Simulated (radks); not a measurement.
Coulomb parameter of the 5d shell of the osmium ion Os+ in the model configuration [Xe] 4f14 5d6 6s1, as a second difference U = [E(n + 1) + E(n - 1) - 2 E(n)] / (1)^2 with all orbitals relaxed. "Bare": the charge of the atom changes with n. "Screened": the 6s shell takes up the change at fixed total charge, which measures U(5d,5d) + U(6s,6s) - 2 U(5d,6s). Calculated with a radial shooting solver on a logarithmic mesh with Libxc functionals: scalar-relativistic Kohn-Sham, BLYP, spin-unpolarised, spherical densities, point nucleus.

| case | configuration | E - E(n) (eV) |
|---|---|---|
| start | [Xe] 4f14 5d6 6s1 | 0.000 |
| bare +1 | [Xe] 4f14 5d7 6s1 | -9.145 |
| bare -1 | [Xe] 4f14 5d5 6s1 | 19.437 |
| screened +1 | [Xe] 4f14 5d7 | -0.400 |
| screened -1 | [Xe] 4f14 5d5 6s2 | 1.390 |

U(bare) = 10.293 eV, U(screened by 6s) = 0.990 eV, against the Slater integral F0(5d,5d) = 14.057 eV with frozen orbitals.
